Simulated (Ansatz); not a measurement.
The same ligand exchange along the group O, S, Te.

Isolated molecules relaxed with PBE0-D4/def2-TZVP in Ansatz; ΔE leaves out vibrations. CCSD(T)/CBS is the MP2 limit (def2-TZVPP, def2-QZVPP) plus CCSD(T) − MP2 in def2-TZVPP, frozen cores. This one scheme is used for every species. Elements past krypton have def2 core potentials. For Te outer-core shells are correlated without core-valence functions, which leaves a few kJ/mol of doubt a bond. Each species was taken in one conformer, which may not be the lowest.

| reaction | CCSD/CBS(def2) (kcal/mol) | CCSD(T)/CBS(def2) (kcal/mol) |
| --- | --- | --- |
| `[CH3][AlH][OH]` + HCl → `[CH3][AlH][Cl]` + H₂O | -7.6 | -7.6 |
| `[CH3][AlH][SH]` + HCl → `[CH3][AlH][Cl]` + H₂S | -12.2 | -11.8 |
| `[CH3][AlH][TeH]` + HCl → `[CH3][AlH][Cl]` + H₂Te | -10.8 | -10.2 |

Largest T1 diagnostic: 0.011, for `[CH3][AlH][OH]`.
